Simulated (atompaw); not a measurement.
How hard is this Ru PAW (atompaw) potential?

* Element: Ru
* Generator: atompaw 4.2.0.5
* Type: PAW
* Functional: PBE
* Relativity: scalar-relativistic
* Frozen core: [Ar] 3d10
* Valence charge: 16
* Reference configuration: 4s2 4p6 4d5 5s0 5p0 (charge +3)
* Partial waves: 4s (bound): rc 1.45 bohr; 5s (bound, empty): rc 1.55 bohr; 4p (bound): rc 1.70 bohr; 5p (bound, empty): rc 2.20 bohr; 4d (bound): rc 1.85 bohr; 4d channel at -1.7 Ry: rc 2.20 bohr
* Local potential: bessel scheme, radius 2.05 bohr
* Core correction: smooth core density matched at 2.10 bohr
* Augmentation charge: besselshape compensation charge, radius 2.05 bohr; PAW radius 2.20 bohr; waves and projectors: custom polynom vanderbiltortho

The pseudo-atom Hamiltonian at the reference potential is diagonalised in spherical Bessel functions j_l(qr) that vanish at 20 bohr, with q² up to the cutoff. All-electron valence levels (Ry): 4s -8.1639, 5s -2.1128, 4p -5.9331, 5p -1.6191, 4d -2.7453.

**Question.** How do the lowest levels (Ry) of each channel move with the cutoff, and are there ghosts?

**Answer.**

```
cutoff (Ry)     s #1     s #2     p #1     p #2     d #1     f #1  Σ f·Δε (mRy)
          8  -7.7812  -1.9869  -3.2880  -1.4834  -0.9700  -0.6787       25512.8
         12  -8.0838  -2.0840  -5.3137  -1.6123  -1.2940  -0.6813       11133.3
         15  -8.1364  -2.1026  -5.7883  -1.6184  -2.2914  -0.6816        3193.8
         21  -8.1628  -2.1124  -5.9198  -1.6187  -2.7248  -0.6816         184.8
         25  -8.1630  -2.1124  -5.9306  -1.6189  -2.7400  -0.6816          43.3
         35  -8.1636  -2.1127  -5.9317  -1.6191  -2.7436  -0.6816          18.1
         45  -8.1639  -2.1128  -5.9329  -1.6191  -2.7449  -0.6816           3.9
         50  -8.1639  -2.1128  -5.9330  -1.6191  -2.7452  -0.6816           1.5
         60  -8.1639  -2.1128  -5.9330  -1.6191  -2.7452  -0.6816           1.2
         70  -8.1639  -2.1128  -5.9331  -1.6191  -2.7453  -0.6816           0.6
         90  -8.1639  -2.1128  -5.9331  -1.6191  -2.7453  -0.6816           0.2
        400  -8.1639  -2.1128  -5.9331  -1.6191  -2.7453  -0.6816           0.0
```

Result: no extra level below or beside the all-electron valence levels (s, p, d, f tested); 10 mRy is reached at 40 Ry and 1 mRy at 70 Ry.
